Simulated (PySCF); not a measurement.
Interval between two levels of C⁺ by level of theory

C⁺ [He] 2s2 2p1 [2P3/2, M_J = 3/2] → C⁺ [He] 2s2 3d1 [2D5/2, M_J = 5/2], as a difference of total energies. Computed with PySCF 2.14 in x2c-TZVPall-2c with one added diffuse shell each of s, p, d type (6s4p3d1f, 40 functions), with the two-component X2C-1e Hamiltonian. Correlated levels: 1s2 frozen. "Screened" scales the spin-orbit matrix elements by Boettger's factors to mimic the two-electron term; Breit and QED terms are absent.

| method | interval between two levels (cm⁻¹) | error (cm⁻¹) |
| --- | --- | --- |
| GHF (spin-free) | 148260 | +2774 |
| GMP2 (spin-free) | 148560 | +3068 |
| GHF (screened spin-orbit) | 148240 | +2748 |
| GMP2 (screened spin-orbit) | 148530 | +3043 |

Reference: 145490 cm⁻¹ (measured; NIST Handbook of Basic Atomic Spectroscopic Data (Sansonetti and Martin, J. Phys. Chem. Ref. Data 34, 1559 (2005))).

Errors of the correlated levels include the incompleteness of this basis and the frozen core.

The promoted electron is Rydberg-like, and one or two diffuse shells describe it only roughly, which tends to raise the upper state.
